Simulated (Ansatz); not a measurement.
```yaml
crystal:
  periodic: [false, false, false]
  atoms:
    - {symbol: C, position_ang: [-0.558471, 0.625805, 0.692362]}
    - {symbol: B, position_ang: [-0.405497, -0.431449, -0.465170]}
    - {symbol: S, position_ang: [0.606744, -2.015206, -0.162226]}
    - {symbol: S, position_ang: [1.424015, -0.531607, -1.319017]}
    - {symbol: H, position_ang: [0.288432, 0.643648, 1.384664]}
    - {symbol: H, position_ang: [-0.714587, 1.637318, 0.306067]}
    - {symbol: H, position_ang: [-1.448129, 0.376795, 1.281120]}
    - {symbol: H, position_ang: [-1.198936, -0.521850, -1.356244]}
    - {symbol: H, position_ang: [2.095028, 0.170046, -0.378555]}
basis:
  gaussian: {orbitals: STO-3G, final_grid: {core_spheres: 8, valence_spheres: 7, degree: 23}}
hamiltonian: {xc: {name: PBE-QIDH}}
output: {forces: true}
```

```sh
$ ansatz run in.yaml --threads 2 --pin off --events-out ev --progress --plain --max-ram 4352MiB
```

It prints (some lines left out):

```
Functional definition: PBE-QIDH
401 factors; integrals over basis functions are off by at most 7.9e-5 eV
mean field evaluation 1: about -23185.0106 eV, gradient 1.6e1 eV
mean field evaluation 2: about -23185.0757 eV, gradient 1.6e1 eV
mean field evaluation 4: about -23186.2952 eV, gradient 1.2e0 eV
mean field evaluation 8: about -23186.3020 eV, gradient 1.4e-2 eV
mean field -23186.30200820 eV, -852.0808825613 hartree, gradient 6.3e-6 eV, S^2 0.000000; 0 other end points of the search recorded, 0 dependent functions left out
12 core orbitals not correlated: weight in the atoms' cores, before any rotation towards them, 1.000 or more for the frozen orbitals, at most 0.000 for the correlated occupied ones
reference -23186.30201205 eV, -852.0808827027 hartree; 12, 12 occupied and 9, 9 virtual orbitals, 401 factors
second order -4.66042390 eV of doubles, -0.00000000 eV of singles
mean field evaluation 16: about -23186.2399 eV, gradient 1.3e-1 eV
Total energy: -23187.85548668 eV, -852.1379718425 hartree
Atom 0 at    -0.558471     0.625805     0.692362 Å, force    -0.175412     0.163026     0.085648 eV/Å
Atom 1 at    -0.405497    -0.431449    -0.465170 Å, force     0.593148    -1.545296    -1.114619 eV/Å
Atom 2 at     0.606744    -2.015206    -0.162226 Å, force    -1.222802    -0.340660     0.878222 eV/Å
Atom 3 at     1.424015    -0.531607    -1.319017 Å, force     0.156996     1.350889    -0.907694 eV/Å
Atom 4 at     0.288432     0.643648     1.384664 Å, force    -0.011397     0.074401    -0.008559 eV/Å
Atom 5 at    -0.714587     1.637318     0.306067 Å, force     0.055582     0.034017     0.051927 eV/Å
Atom 6 at    -1.448129     0.376795     1.281120 Å, force     0.030449     0.029267     0.008940 eV/Å
Atom 7 at    -1.198936    -0.521850    -1.356244 Å, force     0.458661     0.245283     0.829145 eV/Å
Atom 8 at     2.095028     0.170046    -0.378555 Å, force     0.114776    -0.010926     0.176991 eV/Å
Dipole moment:     0.458043     0.128089     0.003467 e Å
```

Run time 0.6 s (2 threads of an Intel Xeon 6975P-C on a shared host); peak host memory 0.43 GiB.
